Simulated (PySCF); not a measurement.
**Working out the ionisation energy of Fe**

Fe [Ar] 3d6 4s2 (5D) → Fe⁺ [Ar] 3d6 4s1 (6D). All numbers are calculated (PySCF 2.14, the spin-free X2C one-electron Hamiltonian (Gaussian nucleus), in aug-cc-pVDZ-DK). Frozen: [Ar]. Energies in hartree (1 hartree = 27.21139 eV):

```
            part    Fe (lower)   Fe⁺ (upper)
             UHF  -1271.345113  -1271.108518
CCSD correlation     -0.171181     -0.125444
             (T)     -0.005383     -0.002225
```

Question: What does Hartree-Fock give?

Answer: (-1271.108518) − (-1271.345113) = 0.236595 hartree = 6.438 eV.

Question: What do CCSD and CCSD(T) give?

Answer: The CCSD correlation energies differ by 0.045737 hartree = 1.245 eV and the triples by 0.003158 hartree = 0.086 eV, so CCSD gives 7.683 eV and CCSD(T) 7.769 eV.

Measured between the centres of the two terms (NIST): 7.904 eV, so CCSD(T) (valence) is off by -0.135 eV.

A double-zeta basis recovers only part of the correlation energy.

What remains against the reference includes basis incompleteness, the frozen core and higher excitations.
